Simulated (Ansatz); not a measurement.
Name a neutral molecule of B, C, Cl, N, Si and H with LUMO energy (PBE0/def2-TZVPP) between -1.45 and -1.15 eV and HOMO energy (B3LYP/def2-TZVPP) between -7.35 and -7.05 eV (Ansatz, PBE0-D4/def2-TZVP geometry).

`N[SiH2]CBCl` (-1.25 eV, -7.32 eV). Other molecules can fit too; these were computed, each in one conformer that needn't be the lowest.

B3LYP here is the variant with VWN-RPA as its local correlation; programs differ in this.
